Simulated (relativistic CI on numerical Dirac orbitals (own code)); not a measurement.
**Cr6+: L2,3 absorption edge**

Computed with this model: Dirac-Coulomb-Breit CI, KLI orbitals optimised for each configuration, model QED (radiative potential, 1s self-energy scaled to tabulated hydrogen-like ionisation energies), valence Slater integrals scaled by 0.8, multiplet model of core-to-valence dipole absorption; configurations [Ne] 3s2 3p6 → [He] 2s2 2p5 3s2 3p6 3d; 80 K; Lorentzian 0.24 eV and Gaussian 0.3 eV FWHM. Energies are those of the free ion, without screening or charge transfer. The branching ratio is the share of the lower-energy edge in the whole absorption, uncertain by about 0.02 where the edges overlap. S is read from ⟨S²⟩ = S(S + 1).

Field parameters in Wybourne normalisation: D4h B²₀ = −7Ds, B⁴₀ = 21(Dq − Dt), B⁴₄ = 21√(5/14) Dq; Oh B⁴₀ = 21Dq, B⁴₄ = √(5/14) B⁴₀; Td as Oh with Dq negative (B⁴₀ = 21Dq, B⁴₄ = √(5/14) B⁴₀). The field is a parameter set, without covalency.

Peaks in eV (height, largest 100): 594.4 (56), 598.9 (11), 602.4 (100).

Which surroundings give this spectrum?
A. Td, 10Dq = -14600 cm⁻¹
B. Oh, 10Dq = 18850 cm⁻¹
C. Td, 10Dq = -16100 cm⁻¹
D. D4h, 10Dq = 19050, Ds = 400, Dt = 250 cm⁻¹

C. Td, 10Dq = -16100 cm⁻¹, where the ground state has S = 0.00.
